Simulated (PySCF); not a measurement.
Species: H₆OSi₂Te.
SMILES with atom numbers: `[OH:1][SiH2:2][Te:3][SiH3:4]` (hydrogens: H5 on O1; H6, H7 on Si2; H8, H9, H10 on Si4)

Structure used (PBE0-D3(BJ)/def2-SVP), in Å, numbered top down from 1:
```
atom  x, y, z in Å
O1     2.4843   -0.9647    0.0603
Si2    1.3920    0.2831   -0.0753
Te3   -0.5597   -0.1702    1.4154
Si4   -2.1424    0.0172   -0.5165
H5     3.4124   -0.7132    0.0849
H6     0.8565    0.4049   -1.4654
H7     2.0592    1.5649    0.3097
H8    -1.8082   -0.9800   -1.5752
H9    -2.1114    1.3864   -1.1110
H10   -3.5021   -0.2555    0.0341
```

Method used: PySCF, PBE0-D3(BJ)/def2-SVP geometry optimisation, gas phase, def2 core potentials past Kr.

Take the most abundant isotopes and a rigid rotor. The values belong to one conformer with, in the numbering `[OH:1][SiH2:2][Te:3][SiH3:4]`, H–O1–Si2–Te3 -139°, O1–Si2–Te3–Si4 -124°.

**Question.** Give the principal moments of inertia and the rotational constants in cm⁻¹.

**Answer.** Ia = 162.86, Ib = 368.93, Ic = 491.03 u·Å²; 505379 MHz·u·Å²/I gives 3103, 1370 and 1029 MHz, that is A = 0.10351, B = 0.04569, C = 0.03433 cm⁻¹.

**Question.** What kind of rotor is it?

**Answer.** An asymmetric top: κ = (2 × 1370 − 3103 − 1029)/(3103 − 1029) = -0.67.

**Question.** What does the inertial defect say?

**Answer.** Not planar: Δ = Ic − Ia − Ib = -40.77 u·Å². For a rigid frame Δ = −2 Σ m c², so Σ m c² = 20.38 u·Å² lies off the ab plane: 6.63 from hydrogen and 13.76 from heavier atoms. The atom farthest from that plane is 1.81 Å away.

**Question.** Give the other two planar moments, Paa and Pbb, and the rms extents of the mass along the axes.

**Answer.** Paa = Σ m a² = (Ib + Ic − Ia)/2 = 348.55 and Pbb = Σ m b² = (Ia + Ic − Ib)/2 = 142.48 u·Å². With the mass M = 207.90 u, the rms extents √(P/M) along a, b and c are 1.29, 0.83, 0.31 Å.

**Question.** Predict some low-J microwave lines.

**Answer.** The dipole components are |μa| = 1.37 D, |μb| = 0.69 D, |μc| = 0.95 D. Intensities carry the squares of the components, which stand as 1.00 : 0.25 : 0.47 (a : b : c). Some lines, for components of 0.1 D or more:

| type | branch | J(Ka,Kc) | MHz | lower level (cm⁻¹) |
| --- | --- | --- | --- | --- |
| a | Q | 2(1,1) ← 2(1,2) | 1022 | 0.287 |
| b | Q | 1(1,0) ← 1(0,1) | 2074 | 0.080 |
| b | Q | 2(1,1) ← 2(0,2) | 2460 | 0.239 |
| b | R | 3(1,2) ← 2(2,1) | 2478 | 0.494 |
| a | Q | 4(1,3) ← 4(1,4) | 3380 | 0.803 |
| c | Q | 5(2,4) ← 5(1,4) | 3394 | 1.337 |
| c | R | 2(1,1) ← 1(0,1) | 7213 | 0.080 |
| a | R | 3(2,1) ← 2(2,0) | 7374 | 0.496 |
| b | Q | 5(2,4) ← 5(1,5) | 8399 | 1.170 |
| b | R | 5(1,4) ← 4(2,3) | 8500 | 1.053 |
| b | Q | 4(3,1) ← 4(2,2) | 9052 | 1.074 |
| a | R | 4(3,2) ← 3(3,1) | 9677 | 1.052 |
| b | Q | 5(3,3) ← 5(2,4) | 9881 | 1.450 |
| a | R | 4(2,2) ← 3(2,1) | 9973 | 0.742 |
| a | R | 5(4,2) ← 4(4,1) | 12096 | 1.817 |
| a | R | 5(3,3) ← 4(3,2) | 12115 | 1.375 |
| c | R | 3(2,1) ← 2(1,1) | 12619 | 0.321 |
| b | R | 3(2,1) ← 2(1,2) | 13641 | 0.287 |
| b | R | 4(2,3) ← 3(1,2) | 14280 | 0.577 |
| c | R | 5(1,4) ← 4(0,4) | 16714 | 0.779 |
| c | R | 5(2,3) ← 4(1,3) | 17369 | 0.916 |
| b | R | 4(3,2) ← 3(2,1) | 18999 | 0.742 |
| c | R | 5(2,4) ← 4(1,4) | 19380 | 0.803 |
| b | R | 5(2,3) ← 4(1,4) | 20748 | 0.803 |
| b | R | 5(3,2) ← 4(2,3) | 21880 | 1.053 |
| b | R | 5(5,1) ← 4(4,0) | 29134 | 1.817 |

**Question.** Estimate the classical rotational partition function at 25 K, 50 K and 500 K.

**Answer.** Point group C1, symmetry number σ = 1; q = (√π/σ)·√((kT/h)³/(ABC)), k/h = 20836.6 MHz/K: 10100 at 25 K, 28500 at 50 K, 901000 at 500 K.

Whether it is a minimum is left open (no frequencies). These are rigid-rotor constants of the computed structure; measured ground-state constants (B0) also hold zero-point vibration. A rigid rotor knows nothing of internal rotation, which can split or shift real lines.
